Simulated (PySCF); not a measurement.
# Dipole response of Mn(10+) (manganese, charge +10)

[Ne] 3s2 3p3, high-spin 4S determinant. Calculation: PySCF 2.14, in an even-tempered Gaussian basis (19 s from 0.59 bohr⁻², ratio 2.5; 12 p from 0.76 bohr⁻², ratio 2.5; 5 d from 4.4 bohr⁻², ratio 2.7; 4 f from 6.6 bohr⁻², ratio 2.7); scalar relativity by spin-free X2C-1e. Coupled (time-dependent) response in atomic units; α is the mean over directions.

| method | mean α (bohr³) | C₆ (like pair) | S(−4) |
| --- | --- | --- | --- |
| UHF | 0.3693 | 0.2061 | 0.1696 |
| PBE0 | 0.3490 | 0.1948 | 0.1419 |

S(−4) is the Cauchy moment in α(ω) = α(0) + S(−4) ω² + …

α(iu) at PBE0:

```tsv
u (hartree)	α(iu) (bohr³)
0	0.3490
0.200	0.3434
0.400	0.3283
0.800	0.2836
1.20	0.2385
1.60	0.2013
2.00	0.1720
3.00	0.1219
4.00	0.09161
6.00	0.05888
10.0	0.03335
```

A single London oscillator, α(iu) = α/(1 + u²/ω²), gives C₆ = (3/4) ω α². Matching the computed C₆ needs ω = 4 × 0.1948 / (3 × 0.3490²) = 2.13 hartree.

For an ion, C₆ is the dispersion term alone; charge-induced terms of lower order in 1/R come first.
